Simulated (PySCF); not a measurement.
Atom-mapped SMILES (the numbers label the heavy atoms): `[CH3:1][C:2](=[O:3])[C@@H:4]1[CH2:5][C@@H:6]1[N:7]([SiH3:8])[SiH3:9]` (H(Xn): hydrogen on atom n). Ha(C5) is cis to C2 on the ring; Hb(C5) is trans to C2 on the ring.

Computational details: GIAO PBE0/pcSseg-1 shieldings, geometry: GFN2-xTB, in PySCF (in vacuum, one averaged value for each set of equivalent atoms, no relativistic terms, a single conformation).

Predict the 2D correlation tables (HSQC, COSY, HMBC).

Results:



HSQC (one-bond C–H):
```csv
δH,δC
3.18 (H(C6)),49.4 (C6)
2.44 (H(C1)),35.7 (C1)
1.89 (H(C4)),30.6 (C4)
1.58 (Ha(C5)),22.4 (C5)
1.27 (Hb(C5)),22.4 (C5)
```

COSY cross peaks (H two or three bonds apart, from the bond graph; peaks can be absent where the dihedral angle is near 90°):
```csv
δH,δH
3.18 (H(C6)),1.89 (H(C4))
3.18 (H(C6)),1.58 (Ha(C5))
3.18 (H(C6)),1.27 (Hb(C5))
1.89 (H(C4)),1.58 (Ha(C5))
1.89 (H(C4)),1.27 (Hb(C5))
1.58 (Ha(C5)),1.27 (Hb(C5))
```

HMBC (two and three bonds, from the bond graph):
```csv
δH,δC
4.63 (H(Si8)/H(Si9)),49.4 (C6)
3.18 (H(C6)),"209.1 (C2), 30.6 (C4), 22.4 (C5)"
2.44 (H(C1)),"209.1 (C2), 30.6 (C4)"
1.89 (H(C4)),"209.1 (C2), 49.4 (C6), 35.7 (C1), 22.4 (C5)"
1.58 (Ha(C5)),"209.1 (C2), 49.4 (C6), 30.6 (C4)"
1.27 (Hb(C5)),"209.1 (C2), 49.4 (C6), 30.6 (C4)"
```

Shifts are taken against calculated references (same method and geometry level): 1H (σ = 31.72 ppm), 13C (σ = 186.93 ppm) against TMS.

Short H···H contacts in this conformer between protons four or more bonds apart (candidates for NOE cross peaks, intensity ∝ r⁻⁶): Ha(C5)···H(Si9) 2.58 Å, H(C1)···H(C4) 2.60 Å, H(C6)···H(Si8) 2.63 Å.

Shifts are as computed. Against solution values, carbons near 30 ppm lie about +3 ppm off and those near 130 ppm about +5 ppm. Of 1211 compounds with measured shifts, 218 miss one by over three times the rms of a fit or turn the order of signals round; such compounds aren't used in these exercises.
